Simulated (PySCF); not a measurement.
**Excitation energies in several basis sets**

Species: C2H8AlAsS.
SMILES: `C[S][AlH][AsH]C`

TDDFT with PBE0 (PySCF), vertical singlets, core orbitals frozen in the response, spherical d and f functions. One conformer (not necessarily the lowest) at the PBE0-D3(BJ)/def2-SVP geometry, without solvent, vibrations or thermal averaging. Relativistic effects, spin–orbit coupling among them, are left out although an element past zinc is present.

Problem. Compare 6-31G*, def2-SVP, def2-SVPD, aug-cc-pVDZ, def2-TZVP and def2-TZVPD for this molecule.

Solution. 

| basis | functions | diffuse | S1 (eV) | S2 (eV) | S3 (eV) | S4 (eV) | S5 (eV) | LUMO (eV) | α (au) |
| --- | --- | --- | --- | --- | --- | --- | --- | --- | --- |
| 6-31G* | 112 | no | 4.34 | 4.94 | 5.48 | 5.57 | 5.64 | -1.23 | 94.7 |
| def2-SVP | 136 | no | 4.39 | 5.00 | 5.48 | 5.57 | 5.77 | -1.20 | 94.8 |
| def2-SVPD | 193 | yes | 4.35 | 4.94 | 5.23 | 5.45 | 5.54 | -1.29 | 111.8 |
| aug-cc-pVDZ | 208 | yes | 4.31 | 4.88 | 5.08 | 5.31 | 5.47 | -1.33 | 113.7 |
| def2-TZVP | 232 | no | 4.34 | 4.91 | 5.29 | 5.50 | 5.54 | -1.26 | 106.4 |
| def2-TZVPD | 289 | yes | 4.32 | 4.89 | 5.11 | 5.32 | 5.46 | -1.30 | 113.4 |

States are compared by their number. Against the largest diffuse basis here (def2-TZVPD, itself not a converged limit), sets without diffuse functions differ by up to 0.07 eV in S1 and 0.30 eV in S5; the smaller diffuse sets differ by up to 0.03 and 0.08 eV. State by state, the largest deviation of a set without diffuse functions is S1 0.07, S2 0.11, S3 0.37, S4 0.25, S5 0.30 eV. The same number needn't mean the same state in each row. Against def2-TZVPD the polarisability deviates by -17% in 6-31G*, -16% in def2-SVP, -1% in def2-SVPD, 0% in aug-cc-pVDZ, -6% in def2-TZVP.
